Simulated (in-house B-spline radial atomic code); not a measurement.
The numbers below are computed, except where a source is named.
Weak and strong correlation along the adiabatic connection

Two-electron singlets in several external potentials (atomic units), by full CI in B-splines with partial waves to l = 8 (correlation energies up to 0.6 % small). The repulsion is scaled by λ at fixed density; W(λ) is the mean repulsion less the Hartree energy, W(0) = E_x, and the area under W from 0 to 1 is E_xc.

One system gave this curve:

| λ | W (hartree) |
| --- | --- |
| 0 | -4.6565 |
| 0.02 | -4.6584 |
| 0.05 | -4.6613 |
| 0.12 | -4.668 |
| 0.25 | -4.6803 |
| 0.4 | -4.6943 |
| 0.6 | -4.7126 |
| 0.8 | -4.7306 |
| 1 | -4.7483 |
| 1.4 | -4.7826 |
| 2 | -4.8317 |
| 3 | -4.9079 |
| 4.5 | -5.0103 |
| 7 | -5.1551 |
| 10 | -5.296 |

Question: Which system is it?
A. −V exp(−r²/w²), V = 5.76, w = 3.91
B. −Z exp(−kr)/r, Z = 2.07, k = 0.489
C. −Z exp(−kr)/r, Z = 2.6, k = 0.398
D. −Z exp(−kr)/r, Z = 8.89, k = 3.69

Answer: D. The exchange energy sets the size: −Z exp(−kr)/r, Z = 8.89, k = 3.69: E_x = -4.66, E_c = -0.0467; −Z exp(−kr)/r, Z = 2.6, k = 0.398: E_x = -1.36, E_c = -0.0432; −Z exp(−kr)/r, Z = 2.07, k = 0.489: E_x = -0.986, E_c = -0.0432; −V exp(−r²/w²), V = 5.76, w = 3.91: E_x = -0.654, E_c = -0.0399 hartree.
